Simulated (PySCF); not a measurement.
# Bond curve of DyBr

Set-up: basis Dy x2c-SVPall, Br x2c-SVPall; spin-free X2C with a Gaussian nucleus; PySCF 2.14. Energies in eV from Dy (4f10 6s2) + Br in their ground configurations at the same level. State: sextet, about 10.0 electrons in the 4f shell (Mulliken), real f orbitals that mix terms.

All columns are PBE. A positive dipole means Dy(−)Br(+).

```csv
R (Å),E (eV),μ (D),Mulliken charge on Dy (basis-dependent),HOMO (eV),LUMO (eV),Mayer bond order,⟨S²⟩
2.275,-2.780,-3.10,0.18,-1.06,-2.61,1.46,8.76
2.381,-3.332,-3.48,0.24,-1.15,-2.65,1.36,8.75
2.486,-3.645,-3.87,0.29,-1.28,-2.71,1.28,8.75
2.566,-3.766,-4.19,0.32,-1.40,-2.76,1.22,8.75
2.645,-3.815,-4.52,0.35,-1.52,-2.82,1.18,8.75
2.724,-3.809,-4.86,0.37,-1.64,-2.89,1.13,8.75
2.830,-3.739,-5.33,0.40,-1.79,-2.97,1.08,8.75
2.962,-3.585,-5.93,0.43,-1.98,-3.09,1.04,8.75
3.121,-3.345,-6.66,0.45,-2.20,-3.23,0.99,8.75
3.333,-2.985,-7.61,0.47,-2.45,-3.41,0.94,8.75
```

A fit through these points gives, at Re = 2.674 Å, μ = -4.64 D and dμ/dR = -4.27 D/Å; the reduced mass is 53.27 u.

Problem. How strong is the fundamental in the double-harmonic approximation, I = 42.26·(dμ/dR)²/μred km/mol?

Solution. I = 42.26·(-4.27)²/53.27 = 14.5 km/mol at PBE.

Spin–orbit coupling is left out, which matters for elements this heavy, above all for dissociation energies. Counting both spins, an empty level lies below a filled one in this solution, because spin and occupation are held. The state is the lowest single determinant that the PBE0 search found; with open d or f shells the true ground state can be another one.
